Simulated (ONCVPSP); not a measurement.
**How hard is this platinum ONCV potential?**

```json
{
  "Element": "platinum (Pt)",
  "Generator": "ONCVPSP 4.0.1",
  "Type": "optimised norm-conserving Vanderbilt (ONCV)",
  "Functional": "PBEsol",
  "Relativity": "scalar-relativistic",
  "Frozen core": "[Kr] 4d10 4f14",
  "Valence charge": "18",
  "Reference configuration": "5s2 5p6 5d9 6s0.5 (charge +0.5)",
  "Partial waves": "5s+6s: rc 1.65 bohr, ncon 4, nbas 7, qcut 9.3 1/bohr, 2 projectors; 5p: rc 1.10 bohr, ncon 4, nbas 8, qcut 6 1/bohr, 1 projector; 5d: rc 1.45 bohr, ncon 3, nbas 7, qcut 7 1/bohr, 2 projectors, debl 1.4 Ha",
  "Local potential": "polynomial inside 1.05 bohr (lpopt 5, dvloc0 0 Ha)",
  "Core correction": "Teter function, fcfact 5.5, rcfact 1.5"
}
```

Question: For each optimised wave give the share of its norm inside rc, the residual kinetic energy above qcut (Ha) and the cutoffs (Ha) for errors of 10, 1, 0.1 and 0.01 mHa per electron.

Answer:

```
         wave  norm inside rc  residual KE  10 mHa  1 mHa  0.1 mHa  0.01 mHa
           5s           0.974      1.3e-07    20.7   26.8     31.9      36.0
           6s           0.090      7.8e-08    17.5   25.2     31.0      35.8
           5p           0.535      3.9e-02    51.2  156.1    179.9     244.3
           5d           0.454      1.8e-05    14.8   18.9     22.4      27.0
d projector 2           0.147      1.9e-05    14.5   18.8     22.4      26.8
```

The occupied waves need 156 Ha and 180 Ha for 1 and 0.1 mHa. Note: no bound ghost flagged; GHOST(+) flagged for s at 101.7 eV.
